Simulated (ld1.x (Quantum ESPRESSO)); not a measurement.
Zn TM: all-electron and pseudo phase curves

| Property | Result |
| --- | --- |
| Element | Zn (Z = 30) |
| Generator | ld1.x (Quantum ESPRESSO) 7.5 |
| Type | norm-conserving Troullier–Martins (Kleinman–Bylander form) |
| Functional | PBE |
| Relativity | scalar-relativistic |
| Frozen core | [Ar] |
| Valence charge | 12 |
| Reference configuration | 3d10 4s2 4p0 |
| Partial waves | 4s (bound): rc 2.30 bohr; 4p (bound, empty): rc 2.00 bohr; 3d (bound): rc 1.05 bohr |
| Local potential | all-electron potential smoothed inside 1.95 bohr (lloc = -1) |
| Core correction | a·sin(br)/r model core inside 1.00 bohr |

The phase is arctan(r·u′/u) with u = r·R(r), unwrapped; energies in Ry, scanned from -3 to 5 Ry. A pole is an energy at which the radial function vanishes at the test radius. The pseudo phase is shifted by a multiple of π to meet the all-electron one at the reference energy, and phase errors are pseudo minus all-electron; the curves can meet again beyond the range given. Levels narrower than the energy grid can be missing from the lists of poles.

| channel | radius (bohr) | reference energy (Ry) | poles, all-electron | poles, pseudo | unbroken range about the reference energy with phases within 0.05 rad | phase error 1 Ry above the reference energy (rad) |
| --- | --- | --- | --- | --- | --- | --- |
| s | 2.50 | -0.44 | 1.18 | 1.07, 3.77 | below 1.8 | -0.009 |
| p | 2.50 | -0.08 | 2.31 | 2.13 | below 2.9 | -0.011 |
| d | 2.50 | -0.75 | -0.67, 4.34 | -0.67, 4.83 | below 1.0 | +0.010 |

Phases in the s channel:

```
E (Ry)  all-electron  pseudo
 -3.00         1.293   1.292
 -2.52         1.253   1.251
 -2.04         1.190   1.188
 -1.56         1.077   1.075
 -1.08         0.811   0.808
 -0.60        -0.045  -0.046
 -0.12        -1.049  -1.051
  0.36        -1.375  -1.382
  0.84        -1.511  -1.524
  1.32        -1.591  -1.615
  1.80        -1.650  -1.701
  2.28        -1.704  -1.841
  2.76        -1.763  -2.690
  3.24        -1.839  -4.508
  3.72        -1.958  -4.702
  4.20        -2.193  -4.790
  4.68        -2.793  -4.863
```
